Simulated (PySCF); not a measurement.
**Exercise with solution: oscillator strength and radiative lifetime**

2-methylidenethietane (C₄H₆S), SMILES C=C1CCS1.

The structure is a stationary point at B3LYP-D3(BJ)/def2-SVP.

TDDFT-B3LYP/def2-SVPD in PySCF puts the first singlet state with f over 0.02 at 5.32 eV (vertical), with the transition dipole (-0.308, 1.099, 0.000) in atomic units.

Q: Find the oscillator strength, the wavelength and the radiative lifetime that this transition would have in vacuum if emission retraced absorption.

A: 
|μ|² = 1.3027 au, so |μ| = 2.90 D. ΔE = 5.32/27.211 = 0.1955 hartree. f = (2/3) ΔE |μ|² = 0.170 (the program prints 0.170).
λ = 1239.84/5.32 = 233 nm; ν = 42909 cm⁻¹.
Einstein's coefficient A = 0.6670 ν² f s⁻¹ (ν in cm⁻¹) = 2.1e8 s⁻¹, so τ = 1/A = 4.8 ns. This state is S2; the lower singlet has f = 0.000. The figure is the radiative limit of this one transition; relaxation, internal conversion, crossing to triplets and a medium change what is measured.
